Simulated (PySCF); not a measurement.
Low-lying terms of Sr (strontium, neutral)

Ground state [Kr] 5s2, ¹S. All numbers are calculated (PySCF 2.14, scalar relativity by spin-free X2C-1e, in aug-cc-pVTZ-X2C with one added diffuse shell each of s, p, d, f type (9s8p6d3f, 84 functions)). Vertical excitation energies in eV without spin-orbit coupling; excited terms of each kind are numbered among those the solver found. Frozen: [Ar] 3d10 4s2.

```
 term  leading excitation  EOM-EE-CCSD  measured centre of gravity (NIST)
1 3P°              5s → p        1.806                       1.823 (5s5p)
 1 3D              5s → d        2.477                       2.263 (5s4d)
 1 1D              5s → d        2.733                       2.498 (5s4d)
1 1P°              5s → p        2.761                       2.690 (5s5p)
 1 3S              5s → s        3.569                       3.600 (5s6s)
 1 1S              5s → s        3.791                       3.793 (5s6s)
2 3P°              5s → p        4.204                                n/a
2 1P°              5s → p        4.257                                n/a
 2 3D              5s → d        4.363                                n/a
 2 1D              5s → d        4.371                                n/a
 2 3S              5s → s        4.628                                n/a
1 1F°              5s → f        5.309                                n/a
1 3F°              5s → f        5.688                                n/a
```

Only the lower part of the computed list is shown. Doubly excited terms such as np² are absent. The solver can miss terms. Rydberg members are limited by the diffuse functions of the basis.
